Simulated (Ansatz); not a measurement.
GaH3OS (`[OH][GaH][SH]`), charge 0, multiplicity 1.

Question: Give a relaxed structure at PBE0-D4/def2-TZVP (Ansatz 0.2.0). (Estimate.)

Answer: Computed: 
Z-matrix (Å, degrees):
```
Ga
S 1 2.188
O 1 1.786 2 112.6
H 1 1.554 2 124.3 3 180.0
H 2 1.345 1 92.3 3 -0.0
H 3 0.959 1 114.2 2 179.9
```
Point group Cs.
